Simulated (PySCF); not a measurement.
Job file and geometry (Å, from GFN2-xTB) of an NMR shielding run on SMILES CO/C(=C\C=O)B(F)F, C4H5BF2O2, GIAO PBE0/pcSseg-1 NMR shielding, non-relativistic, gas phase in PySCF 2.14.0, density-fitted response routines; density fitting, a coarse starting grid and PySCF grid level 2 are the driver's defaults:

```
$ OMP_NUM_THREADS=1 python probes_run.py task.json out

{"job": {"kind": "nmr", "xc": "PBE0", "basis": "pcSseg-1"}, "charge": 0, "multiplicity": 1}
C      1.716434    -1.208711     0.069124
O      0.956183    -0.072052    -0.290296
C     -0.332535     0.023061     0.100270
C     -1.036040     1.130124    -0.265165
C     -0.486225     2.222401    -1.053084
O     -1.105832     3.205261    -1.380473
B     -1.085775    -1.060259     0.955688
F     -2.349318    -0.885755     1.275680
F     -0.572034    -2.182490     1.416804
H      2.701256    -1.045822    -0.364839
H      1.805275    -1.304813     1.153572
H      1.284030    -2.125002    -0.339298
H     -2.067029     1.218284     0.039663
H      0.570931     2.085298    -1.339811
```

Question: What does the program print?

Answer: 
```
coarse grid: 12880 points
cycle   1  E = -529.6007356159  dE =  1.426e+00  |g| = 1.041e+00  |ddm| = 3.387e+00
cycle   2  E = -527.3475019816  dE =  2.253e+00  |g| = 2.728e+00  |ddm| = 2.684e+00
cycle   3  E = -529.6325882649  dE = -2.285e+00  |g| = 8.345e-01  |ddm| = 2.603e+00
cycle   4  E = -529.7949907617  dE = -1.624e-01  |g| = 1.680e-01  |ddm| = 7.256e-01
cycle   5  E = -529.7985685085  dE = -3.578e-03  |g| = 1.580e-01  |ddm| = 3.102e-01
cycle   6  E = -529.8035120559  dE = -4.944e-03  |g| = 4.508e-02  |ddm| = 1.554e-01
cycle   7  E = -529.8039645140  dE = -4.525e-04  |g| = 1.235e-02  |ddm| = 4.416e-02
cycle   8  E = -529.8039863258  dE = -2.181e-05  |g| = 5.699e-03  |ddm| = 1.277e-02
cycle   9  E = -529.8039947225  dE = -8.397e-06  |g| = 1.366e-03  |ddm| = 7.326e-03
final grid: 128528 points
cycle  10  E = -529.8865918430  dE = -4.883e-05  |g| = 1.300e-02  |ddm| = 2.642e-02
cycle  11  E = -529.8865176189  dE =  7.422e-05  |g| = 2.382e-02  |ddm| = 2.731e-02
cycle  12  E = -529.8866220074  dE = -1.044e-04  |g| = 2.710e-03  |ddm| = 2.023e-02
cycle  13  E = -529.8866233748  dE = -1.367e-06  |g| = 5.063e-04  |ddm| = 2.216e-03
cycle  14  E = -529.8866234105  dE = -3.575e-08  |g| = 2.222e-04  |ddm| = 5.329e-04
cycle  15  E = -529.8866234203  dE = -9.822e-09  |g| = 7.063e-05  |ddm| = 2.418e-04
cycle  16  E = -529.8866234216  dE = -1.253e-09  |g| = 1.646e-05  |ddm| = 7.491e-05
cycle  17  E = -529.8866234217  dE = -6.503e-11  |g| = 5.060e-06  |ddm| = 1.553e-05
converged SCF energy = -529.8866234217

GIAO shielding tensors (ppm)
atom      isotropic    diamagn.    paramagn.     s11        s22        s33       span
  0 C      125.751     245.012    -119.260     98.336    100.133    178.785     80.449
  1 O      225.352     398.451    -173.099    108.581    245.170    322.305    213.725
  2 C       18.780     256.421    -237.641    -75.560     26.120    105.780    181.341
  3 C       52.756     257.900    -205.144    -55.265     76.471    137.062    192.327
  4 C       -6.481     248.724    -255.205    -92.835    -34.969    108.362    201.197
  5 O     -403.002     393.760    -796.761  -1174.258   -426.346    391.598   1565.856
  6 B       77.616     195.434    -117.817     68.515     81.136     83.198     14.683
  7 F      251.011     467.667    -216.656     86.882    302.365    363.787    276.905
  8 F      241.421     468.547    -227.126     90.924    263.534    369.804    278.880
  9 H       27.541      28.429      -0.888     23.711     26.000     32.911      9.199
 10 H       27.562      29.424      -1.861     24.335     26.178     32.173      7.838
 11 H       27.589      29.432      -1.843     24.394     26.179     32.195      7.801
 12 H       25.571      32.299      -6.728     22.253     24.068     30.391      8.138
 13 H       21.050      29.557      -8.507     18.158     20.593     24.400      6.242
```

Size and cost of the density-fitted run: 178 basis functions, 99 s wall time (87 s CPU) on 1 thread of an Intel Xeon, shared host; peak memory 0.86 GiB.
